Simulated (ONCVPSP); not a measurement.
**How hard is this sulfur ONCV potential?**

```json
{
 "Element": "sulfur (S)",
 "Generator": "ONCVPSP 4.0.1",
 "Type": "optimised norm-conserving Vanderbilt (ONCV)",
 "Functional": "PBE",
 "Relativity": "scalar-relativistic",
 "Frozen core": "[Ne]",
 "Valence charge": "6",
 "Reference configuration": "3s2 3p4",
 "Partial waves": "3s: rc 1.45 bohr, ncon 4, nbas 9, qcut 5.6 1/bohr, 1 projector; 3p: rc 1.25 bohr, ncon 5, nbas 9, qcut 7.7 1/bohr, 2 projectors, debl 0.9 Ha; d scattering state at 0.47 Ha: rc 1.30 bohr, ncon 5, nbas 8, qcut 6.8 1/bohr, 2 projectors, debl 3.6 Ha",
 "Local potential": "polynomial inside 1.20 bohr (lpopt 5, dvloc0 6 Ha)",
 "Core correction": "Teter function, fcfact 2.5, rcfact 1.1"
}
```

Task: For each optimised wave give the share of its norm inside rc, the residual kinetic energy above qcut (Ha) and the cutoffs (Ha) for errors of 10, 1, 0.1 and 0.01 mHa per electron.

Result:

| wave | norm inside rc | residual KE | 10 mHa | 1 mHa | 0.1 mHa | 0.01 mHa |
| --- | --- | --- | --- | --- | --- | --- |
| 3s | 0.397 | 1.4e-04 | 9.3 | 12.9 | 17.2 | 71.1 |
| 3p | 0.163 | 9.9e-04 | 4.5 | 29.9 | 146.8 | 171.7 |
| p projector 2 | 0.092 | 1.6e-03 | 4.9 | 38.8 | 192.5 | 221.1 |
| d projector 1 | 0.204 | 6.4e-03 | 20.9 | 60.6 | 121.0 | 138.2 |
| d projector 2 | 0.125 | 4.6e-02 | 30.0 | 58.4 | 109.5 | 132.0 |

The occupied waves need 30 Ha and 147 Ha for 1 and 0.1 mHa. Note: ghosts flagged at negative energy: p at -61.6 eV; no localised positive-energy state flagged. A true bound ghost makes a file unfit for plane-wave use.
